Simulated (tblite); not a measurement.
Compound: C8H10Si.
Geometry (GFN2-xTB, Å), atoms numbered from 1 in this order:
```xyz
19
C8H10Si angstrom
C      3.855    0.875   -0.946
C      2.718    0.484   -0.935
Si     0.967   -0.122   -0.920
C      0.776   -1.552    0.321
C     -0.620   -1.645    0.850
C     -1.586   -0.732    0.756
C     -1.523    0.575    0.115
C     -2.647    1.202   -0.231
C     -0.177    1.179   -0.135
H      4.850    1.218   -0.954
H      0.552   -0.493   -2.279
H      1.458   -1.408    1.165
H      1.050   -2.515   -0.115
H     -0.850   -2.576    1.356
H     -2.556   -0.978    1.172
H     -2.635    2.162   -0.720
H     -3.618    0.773   -0.047
H     -0.276    2.083   -0.735
H      0.252    1.476    0.826
```

Computed with GFN2-xTB (tblite): harmonic, unscaled wavenumbers at the GFN2-xTB geometry, gas phase. The method is semi-empirical: single wavenumbers can be off by several per cent or more. Modes of hydrogen on silicon can be 10 to 20 % off. One conformer, not necessarily the lowest.

Harmonic wavenumbers (cm⁻¹): 57.8, 71.0, 84.4, 150.6, 261.6, 263.8, 273.6, 276.8, 383.2, 412.4, 513.5, 588.8, 607.6, 611.9, 658.2, 677.4, 683.0, 730.0, 744.4, 772.2, 782.3, 809.3, 820.7, 868.0, 871.6, 932.6, 964.6, 1017.5, 1108.0, 1118.7, 1200.1, 1222.9, 1277.4, 1308.5, 1371.1, 1423.5, 1458.3, 1461.9, 1665.9, 1685.3, 2205.6, 2208.2, 2925.9, 2945.6, 2970.6, 2999.8, 3020.4, 3046.3, 3096.8, 3120.9, 3351.3.

A = 2677, B = 929.3, C = 734.6 MHz; mass 134.055 u (most abundant isotopes); point group C1, symmetry number 1.

Task: What is the zero-point energy?

Result: ½Σν̃ = 32041 cm⁻¹ = 91.61 kcal/mol.

Task: Give the ideal-gas entropy at 298.15 K and 1 bar in the rigid-rotor, harmonic-oscillator model (classical rotation).

Result: Translation 40.62, rotation 29.55, vibration 28.78: S = 99.0 cal/(mol K).

Task: And Cp and H(298.15 K) − H(0)?

Result: Cp = 40.75 cal/(mol K), of which vibrations give 32.80 (their classical limit is 51 R = 101.3); H(298.15 K) − H(0) = 7.04 kcal/mol without the zero-point energy, 4.67 from vibrations.

Task: Which modes carry the vibrational entropy at 298.15 K?

Result: 57.8 cm⁻¹: 4.53; 71.0 cm⁻¹: 4.13; 84.4 cm⁻¹: 3.79; 150.6 cm⁻¹: 2.66; 261.6 cm⁻¹: 1.65; 263.8 cm⁻¹: 1.64 cal/(mol K); the other 45 give 10.39 together.

Task: What must be added to the electronic energy to get the Gibbs energy at 298.15 K and 1 bar?

Result: ZPE + [H(298.15 K) − H(0)] − T·S = 91.61 + 7.04 − 29.50 = 69.15 kcal/mol.

Task: How do the functions run with temperature in this model?

Result: 
```
 T (K)  S (cal/(mol K))  Cp (cal/(mol K))  H − H(0) (kcal/mol)  G − H(0) (kcal/mol)  ln q(vib)
    50             58.9              12.9                 0.50                -2.45       0.46
   100             69.4              18.0                 1.27                -5.67       1.58
373.15            109.0              48.7                10.40               -30.27       8.61
   500            124.8              59.7                17.31               -45.11      12.02
   750            152.0              74.2                34.19               -79.82      18.56
  1000            174.8              83.6                54.00              -120.75      24.61
```

q(vib) and H(0) count from the zero-point level.

Hindered rotation and anharmonicity are outside this model. Other conformers, if any are populated, would add a mixing term that is left out. The structure is chiral; the term R ln 2 for an equal mix with its mirror image is left out.
